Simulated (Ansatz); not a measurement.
Species: H$_{3}$B, SMILES `B` (charge 0, multiplicity 1).

Problem. Give a relaxed geometry from B3LYP-D3(BJ)/def2-TZVP in Ansatz (an electronic-structure program).

Solution. the end point of this relaxation (outside a Z-matrix the atoms follow the SMILES, hydrogens last).
Cartesian coordinates (Å) in one orientation:
```xyz
4

B      0.000     0.000     0.000
H      1.046    -0.560    -0.077
H     -0.039     1.188     0.002
H     -1.007    -0.628     0.075
```
